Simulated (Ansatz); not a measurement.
Input file for CH$_{5}$Al$_{2}$FSe:

```yaml
crystal:
  periodic: [false, false, false]
  atoms:
    - {symbol: F, position_ang: [-2.312316, -1.525906, 0.706615]}
    - {symbol: C, position_ang: [-1.273085, -0.647453, 0.655771]}
    - {symbol: Al, position_ang: [0.494155, -1.242323, 0.067181]}
    - {symbol: Se, position_ang: [-1.065717, 0.063201, -1.278130]}
    - {symbol: Al, position_ang: [0.802902, 1.460264, -0.528548]}
    - {symbol: H, position_ang: [-1.495295, 0.212930, 1.285962]}
    - {symbol: H, position_ang: [1.517380, 0.066361, 0.357907]}
    - {symbol: H, position_ang: [1.192669, -2.617260, -0.215148]}
    - {symbol: H, position_ang: [0.419591, 2.424194, 0.665344]}
    - {symbol: H, position_ang: [1.802816, 1.754789, -1.713952]}
basis:
  gaussian: {orbitals: def2-SVP}
correlation: {method: ccsd_t}
```

```sh
$ ansatz run in.yaml --threads 4 --pin off --events-out ev --progress --plain
```

Log, shortened:

```
Functional definition: HF
1156 factors; integrals over basis functions are off by at most 1.3e-3 eV
mean field evaluation 1: about -82267.3308 eV, gradient 2.3e1 eV
mean field evaluation 2: about -82267.3765 eV, gradient 2.3e1 eV
mean field evaluation 4: about -82269.2633 eV, gradient 3.5e0 eV
mean field evaluation 8: about -82269.3069 eV, gradient 1.7e-1 eV
mean field evaluation 16: about -82269.2523 eV, gradient 5.2e-1 eV
mean field -82269.30714204 eV, -3023.3412733306 hartree, gradient 4.1e-6 eV, S^2 0.000000; 0 other end points of the search recorded, 0 dependent functions left out
21 core orbitals not correlated: weight in the atoms' cores, before any rotation towards them, 1.000 or more for the frozen orbitals, at most 0.000 for the correlated occupied ones
reference -82269.30714204 eV, -3023.3412733306 hartree; 19, 19 occupied and 81, 81 virtual orbitals, 1156 factors
second order -18.94350301 eV of doubles, -0.00000000 eV of singles
cycle   1  -19.38947575 eV  change   -4.5e-1 eV  update   1.1e-1
cycle   2  -19.96587264 eV  change   -5.8e-1 eV  update   3.4e-2
cycle   3  -20.08429422 eV  change   -1.2e-1 eV  update   1.8e-2
cycle   4  -20.07352186 eV  change    1.1e-2 eV  update   4.6e-3
cycle   5  -20.07183207 eV  change    1.7e-3 eV  update   2.2e-3
cycle   6  -20.07261093 eV  change   -7.8e-4 eV  update   6.8e-4
cycle   7  -20.07222901 eV  change    3.8e-4 eV  update   2.8e-4
cycle   8  -20.07212959 eV  change    9.9e-5 eV  update   1.0e-4
cycle   9  -20.07217981 eV  change   -5.0e-5 eV  update   4.3e-5
cycle  10  -20.07219401 eV  change   -1.4e-5 eV  update   1.5e-5
perturbative correction -0.56754290 eV, -0.0208568167 hartree
Total energy: -82289.94687894 eV, -3024.0997696718 hartree
```

Hardware: 4 threads of a server CPU on a shared host. Wall time 7.5 s, peak host memory 0.61 GiB.

Correlation energy per correlated electron: -0.543 eV. T1 diagnostic: 0.0119.
